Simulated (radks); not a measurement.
Values are calculated unless marked as measured or tabulated.
Problem. Ionisation of neutral selenium, [Ar] 3d10 4s2 4p4, to Se+, [Ar] 3d10 4s2 4p3, under several functionals. Dirac Kohn-Sham, spin-unpolarised, spherical densities, finite nucleus; open shells fill j = l - 1/2 first; a radial shooting solver on a logarithmic mesh with Libxc functionals. Known Delta-SCF values: Wu-Cohen GGA 10.668 eV; revPBE 10.619 eV; BLYP 10.515 eV. What does HCTH/407 give, and what is its highest occupied eigenvalue?

Solution. 10.821 eV by Delta-SCF; the 4p3/2 eigenvalue is -6.495 eV. NIST: 9.752 eV (measured).

Beside tabulated values, note that spin-unpolarised runs miss the spin-polarisation part of the exchange energy of open shells.
